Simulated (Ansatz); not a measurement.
Calculation: frozen-core CCSD(T)/cc-pVTZ // PBE0-D3(BJ)/def2-TZVP in Ansatz (a quantum-chemistry and plane-wave program).

Ansatz 0.2 input:
```yaml
crystal:
  periodic: [false, false, false]
  atoms:
    - { symbol: S, position_ang: [1.39686, 0.498053, 0.021373] }
    - { symbol: B, position_ang: [-0.218572, -0.276517, 0.003241] }
    - { symbol: S, position_ang: [-1.723603, 0.691211, -0.068211] }
    - { symbol: Br, position_ang: [-0.433032, -2.183231, 0.059075] }
    - { symbol: H, position_ang: [2.118735, -0.632551, 0.076725] }
    - { symbol: H, position_ang: [-1.140388, 1.903038, -0.092203] }
basis:
  gaussian: { orbitals: cc-pVTZ }
correlation:
  method: ccsd_t
```

Output:

```
Functional definition: HF
1010 factors; integrals over basis functions are off by at most 1.0e-3 eV
mean field evaluation 1: about -92340.4861 eV, gradient 1.8e1 eV
mean field evaluation 2: about -92340.6909 eV, gradient 1.8e1 eV
mean field evaluation 4: about -92342.1491 eV, gradient 3.2e0 eV
mean field evaluation 8: about -92342.2004 eV, gradient 2.1e-1 eV
mean field evaluation 16: about -92342.2007 eV, gradient 1.1e-6 eV
mean field -92342.20069008 eV, -3393.5132835687 hartree, gradient 1.1e-6 eV, S^2 0.000000; 0 other end points of the search recorded, 0 dependent functions left out
20 core orbitals not correlated
reference -92342.20069008 eV, -3393.5132835687 hartree; 17, 17 occupied and 132, 132 virtual orbitals, 1010 factors
second order -18.46647343 eV of doubles, -0.00000000 eV of singles
cycle   1  -19.06070836 eV  change   -5.9e-1 eV  update   1.0e-1
cycle   2  -19.52884746 eV  change   -4.7e-1 eV  update   2.8e-2
cycle   3  -19.62164068 eV  change   -9.3e-2 eV  update   1.5e-2
cycle   4  -19.61037660 eV  change    1.1e-2 eV  update   4.2e-3
cycle   5  -19.60930164 eV  change    1.1e-3 eV  update   1.7e-3
cycle   6  -19.60894210 eV  change    3.6e-4 eV  update   4.8e-4
cycle   7  -19.60883861 eV  change    1.0e-4 eV  update   1.3e-4
cycle   8  -19.60889119 eV  change   -5.3e-5 eV  update   5.4e-5
cycle   9  -19.60890484 eV  change   -1.4e-5 eV  update   1.9e-5
perturbative correction -0.92290527 eV, -0.0339161430 hartree
Total energy: -92362.73250019 eV, -3394.2678136733 hartree
```

Cost: roughly 70 core-seconds.
